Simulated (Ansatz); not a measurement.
Reactions of C3H4F4O, SMILES `FCC(F)OC(F)F`.

Computed with Ansatz on PBE0-D4/def2-TZVP structures; ΔE is electronic, products minus reactants. CCSD(T)/CBS is the MP2 limit (def2-TZVPP, def2-QZVPP) plus CCSD(T) − MP2 in def2-TZVPP, frozen cores. This one scheme is used for every species. DFT in def2-TZVPP. Triplets are unrestricted, without spin–orbit coupling. For Br outer-core shells are correlated without core-valence functions, which leaves a few kJ/mol of doubt a bond. Scalar relativity is left out up to krypton. Each species was taken in one conformer, which may not be the lowest.

| reaction | ωB97M-V (kcal/mol) | PBE-D4 (kcal/mol) |
| --- | --- | --- |
| `FCC(F)OC(F)F` → `F[C]F` + `OC(F)CF` | 56.8 | 58.3 |
| `FCC(F)OC(F)F` + silanol → `FC(F)O[SiH3]` + `OC(F)CF` | -3.1 | -3.7 |
| `FCC(F)OC(F)F` → `FC(F)OC(F)F` + `[CH2]` (triplet) | 97.8 | 97.8 |
| `FCC(F)OC(F)F` + HBr → `FCC(F)Br` + `OC(F)F` | 1.0 | -1.3 |
| `FCC(F)OC(F)F` + H₂ → `FCOC(F)F` + fluoromethane | -8.4 | -8.7 |

Give the CCSD(T)/CBS values in the same order. (Best estimate.)

Computed: 57.5, -2.6, 97.9, 0.3, -9.0 kcal/mol.

Largest T1 diagnostic: 0.017, for `F[C]F`.
